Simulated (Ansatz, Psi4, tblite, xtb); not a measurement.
## SiAsNH6 (SMILES N[AsH][SiH3]): methods side by side

SiAsNH6: 9 atoms, total charge 0, spin state singlet. As SMILES, `N[AsH][SiH3]`. The coordinates come from a PBE0-D4/def2-TZVP relaxation. This is one conformer, not always the lowest.

```xyz
9

N    -1.1011    0.7190   -1.1456
As    0.7351    0.4381   -0.9889
Si    0.5573   -1.0647    0.8286
H    -1.3037    1.2914   -1.9543
H    -1.5253    1.1443   -0.3323
H     1.1441    1.5926   -0.0598
H     1.8895   -1.1940    1.4779
H     0.1239   -2.3933    0.3267
H    -0.4312   -0.5797    1.8306
```

Each level gives the HOMO–LUMO gap (eV). The values are calculated.

| level | kind | program | value (eV) |
| --- | --- | --- | --- |
| GFN2-xTB | semi-empirical | tblite | 4.43 |
| GFN1-xTB | semi-empirical | tblite | 4.44 |
| GFN0-xTB | semi-empirical | xtb | 3.41 |
| HF/def2-SVP | Hartree–Fock | Ansatz | 12.87 |
| PBE0-D4/def2-SVP (density fitting) | global hybrid | Psi4 | 7.05 |
| PBE0/def2-SVP | global hybrid | Ansatz | 7.05 |
| wB97X-D/def2-SVP (density fitting) | range-separated hybrid | Psi4 | 10.64 |

All-electron rows without a relativistic Hamiltonian named are non-relativistic. The values span 3.41 to 12.87 eV. Orbital gaps aren't excitation energies.
